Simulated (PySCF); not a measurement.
The metal is changed in MCl4-. Gas-phase values, no solvent. Multiplicities are imposed; where one is given, others were not computed.

The highest occupied spin orbital from two functionals at the same geometries (TPSS-D3(BJ)/def2-SVP), both in PySCF: PBE-D3(BJ)/def2-TZVP and TPSS-D3(BJ)/def2-TZVP. 

```csv
species,PBE-D3(BJ)/def2-TZVP (eV),TPSS-D3(BJ)/def2-TZVP (eV)
"M = Co, multiplicity 3 ([Co(Cl)4]- (excited triplet))",-1.62,-1.97
"M = Co, multiplicity 5 ([Co(Cl)4]- (lower quintet))",-1.63,-1.97
"M = Ni, multiplicity 2",-1.87,-2.10
"M = Ni, multiplicity 4",-2.33,-2.62
```

Over these rows, drawn at random from the members with no instability flagged (it was tested for open shells, ions and some series alone), PBE minus TPSS-D3(BJ): mean +0.30 eV, from +0.23 eV to +0.36 eV.
